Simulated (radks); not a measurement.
Results of a calculation; reference values are marked as such.
Charge is removed step by step from the 5s up level of Zr+, starting from [Kr] 4d2 5s(up 1, down 0). Code: a radial shooting solver on a logarithmic mesh with Libxc functionals. Model: scalar-relativistic Kohn-Sham, PBE, spin-polarised, spherical densities, finite nucleus; open shells are filled with parallel spins first (spin-orbit coupling, left out, can overturn this in heavy ions); Fermi nuclear charge, rms radius 4.2694 fm.

removed (e),E - E(0) (eV),eigenvalue (eV),E minus straight line (eV)
0,0.000,-10.535,0.000
0.1,1.082,-11.110,-0.264
0.2,2.222,-11.689,-0.470
0.3,3.420,-12.270,-0.619
0.4,4.676,-12.856,-0.709
0.5,5.990,-13.445,-0.740
0.6,7.364,-14.038,-0.712
0.7,8.798,-14.636,-0.625
0.8,10.291,-15.239,-0.477
0.9,11.846,-15.849,-0.269
1,13.461,-16.462,0.000

Removing the whole electron costs 13.461 eV by Delta-SCF, against 10.535 eV from minus the eigenvalue at the starting occupation. Slater's transition state (half an electron removed) gives 13.445 eV. Integrating minus the eigenvalue over the occupation (Janak's theorem) gives 13.463 eV. In this scalar-relativistic scheme the density is built from large components alone, so the theorem holds only approximately. The mean slope of the eigenvalue, de/dn, is 5.93 eV per electron. Ionisation energy of Zr+ in the NIST Atomic Spectra Database: 13.130 eV (measured).
